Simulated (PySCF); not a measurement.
PySCF input for 4,4-dichlorobut-1-yne (C4H4Cl2), SMILES C#CCC(Cl)Cl, B3LYP-D3(BJ)/def2-SVP. Coordinates come from a B3LYP-D3(BJ)/def2-SVP optimisation. One conformer was computed; it need not be the lowest.

```python
import numpy as np
from pyscf import gto, scf, dft, df
from pyscf.hessian import thermo

mol = gto.M(
    atom='''
    C    -2.00756164   -0.01142675    2.50130046
    C    -1.28222098   -0.46110653    1.64341008
    C    -0.38764985   -0.99137091    0.61879082
    C     0.51411472    0.07896130   -0.00006881
    Cl    1.69695480   -0.70036442   -1.10695178
    Cl   -0.44791832    1.32116093   -0.86148306
    H    -2.65762734    0.38578590    3.25792895
    H     0.26772979   -1.76471791    1.05341804
    H    -0.96030270   -1.47246426   -0.19110659
    H     1.09648645    0.60751302    0.76255658
    ''',
    basis='def2-SVP',
    charge=0,
    spin=0,
    max_memory=1600,
    verbose=3,
)
mf = dft.RKS(mol, xc='b3lyp').density_fit(auxbasis='def2-universal-jkfit')
mf.disp = 'd3bj'
mf.grids.level = 3
mf.conv_tol = 1e-11
mf.max_cycle = 100
mf.kernel()

# [left out here: the lines that compute and print the analytic Hessian (its translational invariance restored by hand, since the grid's response is missing), thermochemistry and intensities]
```

Log of the run:

```
converged SCF energy = -1074.79700919531

WARN: DFTD3 does not support analytical Hessian, using finite difference


WARN: Mole.unit (angstrom) is changed to Bohr

Mode                                 0                   1                   2
Irrep
Freq [cm^-1]                       85.8239            129.6367            261.8504
Reduced mass [au]                   4.3356              4.5777             13.2961
Force const [Dyne/A]                0.0188              0.0453              0.5371
Char temp [K]                     123.4815            186.5183            376.7444
Normal mode                   x     y     z       x     y     z       x     y     z
       0   C                -0.09  0.06 -0.12    0.09  0.14 -0.05   -0.05  0.02  0.04
       1   C                 0.01  0.02 -0.01   -0.01 -0.02 -0.05   -0.04  0.00  0.06
       2   C                 0.10 -0.01  0.07   -0.05 -0.07 -0.07   -0.05 -0.03  0.05
       3   C                 0.05 -0.00  0.02   -0.03 -0.06  0.00   -0.01 -0.05  0.05
       4  Cl                -0.02 -0.01 -0.05    0.03  0.03  0.01   -0.02  0.09 -0.05
       5  Cl                -0.01 -0.02  0.07   -0.03 -0.03  0.05    0.08 -0.06 -0.03
       6   H                -0.17  0.09 -0.21    0.17  0.26 -0.05   -0.05  0.04  0.03
       7   H                 0.13  0.06  0.16   -0.09 -0.12 -0.09   -0.08 -0.05  0.05
       8   H                 0.15 -0.11  0.09   -0.08 -0.01 -0.09   -0.07 -0.01  0.06
       9   H                 0.09  0.01 -0.02   -0.06 -0.09  0.05   -0.02 -0.07  0.07
Mode                                 3                   4                   5
Irrep
Freq [cm^-1]                      284.4459            355.1552            379.8141
Reduced mass [au]                   6.0528              3.4807              3.6582
Force const [Dyne/A]                0.2885              0.2587              0.3109
Char temp [K]                     409.2543            510.9892            546.4679
Normal mode                   x     y     z       x     y     z       x     y     z
       0   C                 0.05  0.03 -0.06   -0.08  0.02 -0.04   -0.01  0.02  0.06
       1   C                 0.03 -0.14  0.02    0.13 -0.04  0.16   -0.09 -0.03  0.01
       2   C                 0.06 -0.07  0.02   -0.04 -0.02 -0.01   -0.01 -0.07  0.08
       3   C                -0.04  0.02  0.03   -0.03 -0.03 -0.03   -0.06 -0.06 -0.06
       4  Cl                -0.07  0.01  0.04    0.04 -0.01 -0.01    0.07 -0.01 -0.03
       5  Cl                 0.03  0.04 -0.04   -0.01  0.03 -0.01   -0.01  0.06 -0.01
       6   H                 0.05  0.15 -0.12   -0.20  0.06 -0.17    0.04  0.07  0.08
       7   H                 0.17  0.02  0.02   -0.05 -0.14 -0.22    0.09  0.11  0.24
       8   H                 0.12 -0.15  0.03   -0.25  0.14  0.04    0.08 -0.31  0.16
       9   H                -0.06  0.03  0.03   -0.03 -0.04 -0.03   -0.06 -0.05 -0.06
Mode                                 6                   7                   8
Irrep
Freq [cm^-1]                      486.4505            668.1107            697.2065
Reduced mass [au]                   4.7351              4.8588              1.2680
Force const [Dyne/A]                0.6602              1.2778              0.3632
Char temp [K]                     699.8939            961.2625           1003.1249
Normal mode                   x     y     z       x     y     z       x     y     z
       0   C                -0.01  0.05  0.03    0.01 -0.01  0.01    0.08 -0.03  0.09
       1   C                -0.11 -0.16  0.05   -0.01  0.03 -0.03   -0.03  0.01 -0.03
       2   C                -0.00  0.07 -0.00    0.01 -0.07  0.04   -0.01  0.01 -0.01
       3   C                 0.06  0.10  0.05    0.13 -0.08  0.14   -0.01  0.01 -0.01
       4  Cl                 0.03 -0.02 -0.03   -0.00 -0.00 -0.01   -0.00  0.00  0.00
       5  Cl                -0.01 -0.01 -0.00   -0.04  0.05 -0.05    0.00 -0.00  0.00
       6   H                 0.06  0.20  0.02   -0.03  0.01 -0.04   -0.58  0.23 -0.62
       7   H                -0.03 -0.02 -0.12   -0.18 -0.25  0.02   -0.00  0.02  0.00
       8   H                 0.05  0.21 -0.12   -0.02  0.14 -0.06    0.00 -0.00 -0.01
       9   H                 0.12  0.11  0.00    0.10 -0.02  0.12   -0.01  0.00 -0.01
Mode                                 9                  10                  11
Irrep
Freq [cm^-1]                      718.9312            765.5375            944.5361
Reduced mass [au]                   1.2806              6.9143              1.9103
Force const [Dyne/A]                0.3900              2.3874              1.0041
Char temp [K]                    1034.3819           1101.4380           1358.9772
Normal mode                   x     y     z       x     y     z       x     y     z
       0   C                 0.06  0.11 -0.01    0.02 -0.03 -0.03   -0.01  0.00 -0.00
       1   C                -0.02 -0.04  0.00    0.05  0.04 -0.03    0.04 -0.02  0.05
       2   C                -0.00 -0.01  0.00   -0.03 -0.03  0.01   -0.07  0.08 -0.11
       3   C                -0.01  0.01  0.02   -0.14  0.11  0.16    0.07 -0.06  0.07
       4  Cl                 0.00 -0.00 -0.01    0.03 -0.03 -0.04   -0.00 -0.00 -0.00
       5  Cl                -0.00  0.00 -0.00    0.01 -0.00 -0.00   -0.01  0.00 -0.01
       6   H                -0.39 -0.78  0.07    0.04  0.03 -0.04   -0.03  0.02 -0.03
       7   H                -0.00 -0.01 -0.00    0.04  0.03  0.02    0.12  0.41  0.20
       8   H                 0.01 -0.00 -0.01    0.00 -0.04 -0.00    0.16 -0.36 -0.00
       9   H                -0.01  0.00  0.03   -0.14  0.06  0.21   -0.01 -0.21  0.23
Mode                                12                  13                  14
Irrep
Freq [cm^-1]                      973.2757           1060.5355           1191.1158
Reduced mass [au]                   3.9702              3.0244              1.1348
Force const [Dyne/A]                2.2158              2.0042              0.9486
Char temp [K]                    1400.3271           1525.8744           1713.7505
Normal mode                   x     y     z       x     y     z       x     y     z
       0   C                 0.08 -0.04 -0.09   -0.02  0.02  0.03    0.00 -0.00  0.00
       1   C                 0.02 -0.06 -0.05   -0.03  0.01 -0.00   -0.04  0.00 -0.04
       2   C                -0.06  0.14  0.12    0.13  0.09 -0.03    0.02 -0.01  0.02
       3   C                -0.03 -0.07  0.01   -0.10 -0.14  0.05    0.06  0.05 -0.02
       4  Cl                 0.01  0.00 -0.00    0.00  0.00 -0.00   -0.00 -0.00  0.00
       5  Cl                -0.00  0.00 -0.00   -0.00  0.01 -0.00   -0.01 -0.00 -0.00
       6   H                 0.10 -0.03 -0.09   -0.01  0.03  0.04    0.02 -0.00  0.01
       7   H                -0.17  0.06  0.15    0.22  0.01 -0.30    0.29  0.03 -0.31
       8   H                -0.18  0.16  0.20    0.12  0.24 -0.11   -0.49 -0.08  0.43
       9   H                 0.04 -0.05 -0.07   -0.11 -0.17  0.07   -0.06 -0.34  0.36
Mode                                15                  16                  17
Irrep
Freq [cm^-1]                     1224.3255           1289.9616           1348.2268
Reduced mass [au]                   1.0916              1.1984              1.4802
Force const [Dyne/A]                0.9641              1.1749              1.5852
Char temp [K]                    1761.5318           1855.9676           1939.7982
Normal mode                   x     y     z       x     y     z       x     y     z
       0   C                -0.00  0.00  0.00   -0.01  0.01  0.01   -0.01  0.01  0.02
       1   C                -0.00 -0.01  0.00    0.01 -0.02  0.02   -0.01 -0.01  0.00
       2   C                 0.03  0.03 -0.01    0.08  0.02 -0.02    0.09  0.03 -0.11
       3   C                 0.05 -0.03 -0.03   -0.04  0.05 -0.05   -0.03 -0.02  0.07
       4  Cl                -0.00 -0.01 -0.01   -0.00 -0.00  0.00   -0.00  0.00  0.00
       5  Cl                 0.00  0.00  0.01   -0.00 -0.00 -0.00    0.00  0.00  0.00
       6   H                 0.00  0.01  0.00   -0.01  0.01  0.00   -0.01  0.02  0.02
       7   H                -0.16 -0.07  0.11   -0.45 -0.20  0.39   -0.26 -0.12  0.17
       8   H                -0.07 -0.01  0.08    0.08  0.08 -0.06   -0.38 -0.25  0.38
       9   H                -0.76  0.44  0.28   -0.01 -0.53  0.34    0.22  0.21 -0.30
Mode                                18                  19                  20
Irrep
Freq [cm^-1]                     1432.9212           2237.9695           3045.2185
Reduced mass [au]                   1.0929              5.9338              1.0606
Force const [Dyne/A]                1.3221             17.5101              5.7950
Char temp [K]                    2061.6546           3219.9398           4381.3914
Normal mode                   x     y     z       x     y     z       x     y     z
       0   C                 0.00 -0.00 -0.00   -0.09  0.06  0.11    0.00 -0.00 -0.00
       1   C                 0.00  0.01 -0.00    0.13 -0.08 -0.16   -0.00  0.00  0.00
       2   C                -0.02  0.07  0.04   -0.02  0.01  0.02   -0.01  0.07  0.01
       3   C                -0.00  0.01 -0.00   -0.00 -0.00  0.00   -0.00 -0.00 -0.00
       4  Cl                 0.00 -0.00 -0.00    0.00  0.00 -0.00    0.00 -0.00 -0.00
       5  Cl                -0.00 -0.00  0.00   -0.00  0.00 -0.00    0.00 -0.00  0.00
       6   H                 0.00 -0.00 -0.00   -0.18  0.11  0.21    0.00 -0.00 -0.00
       7   H                -0.24 -0.42 -0.47   -0.01  0.01  0.01    0.44 -0.51  0.30
       8   H                 0.37 -0.55  0.11   -0.01  0.01  0.01   -0.33 -0.26 -0.46
       9   H                -0.00 -0.03  0.03    0.00  0.00 -0.00    0.01  0.01  0.01
Mode                                21                  22                  23
Irrep
Freq [cm^-1]                     3095.2386           3150.1546           3470.7029
Reduced mass [au]                   1.1046              1.0901              1.1631
Force const [Dyne/A]                6.2350              6.3738              8.2546
Char temp [K]                    4453.3592           4532.3710           4993.5687
Normal mode                   x     y     z       x     y     z       x     y     z
       0   C                 0.00 -0.00  0.00    0.00 -0.00 -0.00    0.06 -0.04 -0.07
       1   C                -0.00 -0.00  0.00   -0.00  0.00 -0.00   -0.02  0.01  0.02
       2   C                 0.06 -0.01  0.06    0.01 -0.00  0.01    0.00 -0.00 -0.00
       3   C                -0.00 -0.01 -0.01    0.04  0.04  0.06    0.00  0.00 -0.00
       4  Cl                 0.00  0.00 -0.00   -0.00 -0.00 -0.00   -0.00 -0.00  0.00
       5  Cl                -0.00  0.00 -0.00   -0.00 -0.00 -0.00    0.00 -0.00  0.00
       6   H                 0.00 -0.00  0.00    0.00 -0.00 -0.00   -0.56  0.34  0.65
       7   H                -0.36  0.43 -0.24   -0.03  0.04 -0.02    0.00 -0.00  0.00
       8   H                -0.37 -0.32 -0.53   -0.05 -0.05 -0.07   -0.00 -0.00 -0.00
       9   H                 0.06  0.06  0.08   -0.51 -0.47 -0.65   -0.00 -0.00 -0.00
temperature 298.1500 [K]
pressure 101325.00 [Pa]
Rotational constants [GHz] 3.54174 1.43929 1.06177
Symmetry number 1
Zero-point energy (ZPE) 0.06674 [Eh]   175235.839 [J/mol]
                           tot       elec      trans        rot        vib
Entropy [J/mol/K]       347.965      0.000    168.759    119.142     60.063
Cv [J/mol/K]             95.479      0.000     12.472     12.472     70.536
Cp [J/mol/K]            103.794      0.000     20.786     12.472     70.536
Internal energy [J/mol]                      3718.434   3718.434 185425.071
Internal energy [Eh]   -1074.72355  -1074.79701
Enthalpy [J/mol]                             6197.391   3718.434 185425.071
Enthalpy [Eh]          -1074.72261
Gibbs free energy [J/mol]                  -44118.242 -31803.702 167517.170
Gibbs free energy [Eh] -1074.76212
mode   freq/cm-1   IR/(km/mol)
   1       85.82         0.387
   2      129.64         0.105
   3      261.85         1.591
   4      284.45         0.580
   5      355.16         8.452
   6      379.81         2.748
   7      486.45        16.369
   8      668.11        44.662
   9      697.21        42.508
  10      718.93        35.207
  11      765.54        90.853
  12      944.54        17.607
  13      973.28         2.236
  14     1060.54         6.033
  15     1191.12         3.973
  16     1224.33        18.521
  17     1289.96        11.924
  18     1348.23         2.880
  19     1432.92         5.682
  20     2237.97         0.160
  21     3045.22         4.353
  22     3095.24         0.417
  23     3150.15         2.331
  24     3470.70        71.580
max |gradient| / (hartree/bohr): 4.102216390819098e-05
APT charges: [-0.2762 -0.055   0.0764  0.7345 -0.3516 -0.3237  0.2094  0.0024  0.0169
 -0.0331]
```

The run converged.
